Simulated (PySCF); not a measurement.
## TlSi⁺: one state, many levels of theory

State: ³Π (triplet), unpaired electrons σ ↑, π ↑. Set-up: PySCF, scalar-relativistic core potentials, basis sets Tl def2-SVP with ECP60, Si def2-SVP. De refers to Tl⁺ + Si in their high-spin ground configurations, without counterpoise correction. The functionals are run spin-unrestricted. A positive dipole points towards Si; it is taken about the centre of mass and depends on that origin.

```json
{"Level": "UHF", "Re (Å)": "3.526", "ωe (cm⁻¹)": "83.6", "De (eV)": "n/a", "μ (D)": "1.39", "CPU s a point (SCF and correlation, without the integrals)": "0.073"}
{"Level": "UHF-MP2", "Re (Å)": "3.302", "ωe (cm⁻¹)": "105", "De (eV)": "n/a", "μ (D)": "n/a", "CPU s a point (SCF and correlation, without the integrals)": "0.12"}
{"Level": "UHF-SCS-MP2", "Re (Å)": "3.360", "ωe (cm⁻¹)": "98.3", "De (eV)": "n/a", "μ (D)": "n/a", "CPU s a point (SCF and correlation, without the integrals)": "n/a"}
{"Level": "UHF-CCSD", "Re (Å)": "3.321", "ωe (cm⁻¹)": "102", "De (eV)": "n/a", "μ (D)": "n/a", "CPU s a point (SCF and correlation, without the integrals)": "n/a"}
{"Level": "UHF-CCSD(T)", "Re (Å)": "3.294", "ωe (cm⁻¹)": "106", "De (eV)": "n/a", "μ (D)": "n/a", "CPU s a point (SCF and correlation, without the integrals)": "2.2"}
{"Level": "PBE", "Re (Å)": "3.223", "ωe (cm⁻¹)": "114", "De (eV)": "n/a", "μ (D)": "3.00", "CPU s a point (SCF and correlation, without the integrals)": "0.47"}
{"Level": "r²SCAN", "Re (Å)": "3.211", "ωe (cm⁻¹)": "115", "De (eV)": "n/a", "μ (D)": "2.79", "CPU s a point (SCF and correlation, without the integrals)": "0.65"}
{"Level": "M06-L", "Re (Å)": "3.302", "ωe (cm⁻¹)": "110", "De (eV)": "n/a", "μ (D)": "2.35", "CPU s a point (SCF and correlation, without the integrals)": "0.63"}
{"Level": "PBE0", "Re (Å)": "3.215", "ωe (cm⁻¹)": "115", "De (eV)": "n/a", "μ (D)": "2.67", "CPU s a point (SCF and correlation, without the integrals)": "0.68"}
{"Level": "M06-2X", "Re (Å)": "3.270", "ωe (cm⁻¹)": "113", "De (eV)": "n/a", "μ (D)": "2.31", "CPU s a point (SCF and correlation, without the integrals)": "0.67"}
{"Level": "B2PLYP", "Re (Å)": "3.263", "ωe (cm⁻¹)": "111", "De (eV)": "n/a", "μ (D)": "2.43", "CPU s a point (SCF and correlation, without the integrals)": "0.4"}
```

(1) What does a quarter of exact exchange do here, going from PBE to PBE0?

(2) What does the step from GGA to meta-GGA do here, going from PBE to r²SCAN?

(3) What does all correlation do here, going from UHF to UHF-CCSD(T)?

Correlated steps freeze 9 core orbitals. These are scalar-relativistic numbers at best; spin–orbit coupling would shift them, the dissociation energy most. B2PLYP dipoles, levels and charges come from its SCF part alone. The state was picked by a PBE0 search and need not be the measured ground state.

The whole job (state search and all levels along the bond) took about 1.5 min on 1 thread of Arm Neoverse V2 (shared host), peak memory 0.52 GiB.

Answers

(1) PBE0 less PBE: -0.8 pm in Re, +0.9 % in ωe. Exact exchange removes part of the self-interaction that spreads semilocal densities, and in most molecules shortens and stiffens the bond and lowers De; so it does here.

(2) r²SCAN less PBE: -1.2 pm in Re, +0.9 % in ωe. 

(3) UHF-CCSD(T) less UHF: -23.2 pm in Re, +26.8 % in ωe. Correlation nearly always deepens the well. The bond shortens, as in weak, metallic or heavy-atom bonds, where dispersion and the correlation of outer-core electrons pull the atoms together.
